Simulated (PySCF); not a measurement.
C₄H₅FO₂, SMILES C[C@H]1OC=C(F)O1. Coordinates come from a PBE-D3(BJ)/def2-SVP optimisation. The structure was generated by enumeration; whether it is a known compound was not checked. Other conformers were not sampled.

Computed equilibrium geometry at PBE-D3(BJ)/def2-SVP (PySCF confirms it by a frequency run) as Cartesian coordinates in Å (one conformer of several):
```xyz
12

C     -2.1565     0.0947    -0.1208
C     -0.9351    -0.5760     0.4837
O     -0.2401    -1.3690    -0.4928
C      0.8476    -0.5858    -0.8784
C      0.9696     0.4362    -0.0121
F      1.8503     1.4136     0.0737
O      0.0064     0.4204     0.9576
H     -1.8523     0.7352    -0.9720
H     -2.8613    -0.6765    -0.4874
H     -2.6666     0.7190     0.6383
H     -1.1978    -1.2282     1.3444
H      1.4413    -0.8971    -1.7405
```
